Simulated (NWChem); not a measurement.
Species: C₄H₅FO; SMILES C1([C@@H](F)CC1)=O

```xyz
11

O      1.3417     1.3785     0.2942
C      0.3631     0.7507    -0.0078
C     -1.1557     0.9891     0.1053
C     -1.3253    -0.5600     0.0855
C      0.1184    -0.7056    -0.4629
F      0.9225    -1.6853     0.0628
H     -1.4841     1.5296     0.9972
H     -1.5642     1.4882    -0.7807
H     -2.1266    -0.9725    -0.5308
H     -1.3870    -0.9732     1.0959
H      0.1369    -0.7807    -1.5594
```
Atoms are numbered in this order, from 1.

All runs: NWChem. The geometry was optimised at B3LYP/6-31G* (spherical d). Level: M05-2X/def2-SVP with SMD (1 M gas to 1 M solution), gas-phase geometry.

```json
[
 {"solvent": "water", "dielectric constant": "78.4", "solvation free energy (kcal/mol)": "-5.3", "cavity-dispersion-structure term (kcal/mol)": "3.7", "dipole in solution (D)": "4.88"},
 {"solvent": "n-hexane", "dielectric constant": "1.88", "solvation free energy (kcal/mol)": "-5.4", "cavity-dispersion-structure term (kcal/mol)": "-2.5", "dipole in solution (D)": "4.03"},
 {"solvent": "dimethyl sulfoxide", "dielectric constant": "46.8", "solvation free energy (kcal/mol)": "-7.8", "cavity-dispersion-structure term (kcal/mol)": "-1.1", "dipole in solution (D)": "4.52"},
 {"solvent": "chlorobenzene", "dielectric constant": "5.70", "solvation free energy (kcal/mol)": "-7.8", "cavity-dispersion-structure term (kcal/mol)": "-2.3", "dipole in solution (D)": "?"}
]
```

**Question.** Fill in the missing entries.

**Answer.** 
- chlorobenzene, dipole in solution (D): 4.36
